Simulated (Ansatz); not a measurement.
Ansatz results at the PBE0-D4/def2-TZVP geometry: HOMO energy (PBE0/def2-TZVPP) -8.48 eV; HOMO energy (B3LYP/def2-TZVPP) -8.27 eV; size of the dipole moment (PBE/def2-TZVPP) 1.60 D.

(1) Which molecule gave them?
A. `[OH][Al]([F])[O][SiH3]`
B. `[SiH3][O][Al]([O][SiH3])[O][SiH3]`
C. `C[O][Al]([CH3])[OH]`
D. `[F][Al]([SiH3])[Cl]`

## Answers

(1) D. The others give `[OH][Al]([F])[O][SiH3]`: -8.96, -8.75, 2.10; `C[O][Al]([CH3])[OH]`: -7.95, -7.73, 1.10; `[SiH3][O][Al]([O][SiH3])[O][SiH3]`: -8.62, -8.40, 0.01.

B3LYP here is the variant with VWN-RPA as its local correlation; programs differ in this.
